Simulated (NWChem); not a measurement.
Two isomers of C₄H₂F₂O, each optimised at PBE0/def2-SVP with NWChem. Flexible species stand in one conformer each, which need not be the lowest. 

A: FC(C=O)(C#C)F
B: Fc1coc(F)c1

### Question
Which is lower in energy, by how much, and how do their other properties compare?

### Answer
B is lower by 42.9 kcal/mol in electronic energy; with zero-point energies, B − A = -39.9 kcal/mol.
```json
[
 {"": "highest occupied level (eV)", "A": "-8.12", "B": "-6.79"},
 {"": "orbital gap (eV)", "A": "6.32", "B": "7.10"},
 {"": "dipole (D)", "A": "3.02", "B": "0.16"},
 {"": "highest harmonic frequency (cm⁻¹)", "A": "3482", "B": "3335"},
 {"": "zero-point energy (kcal/mol)", "A": "31.7", "B": "34.7"}
]
```
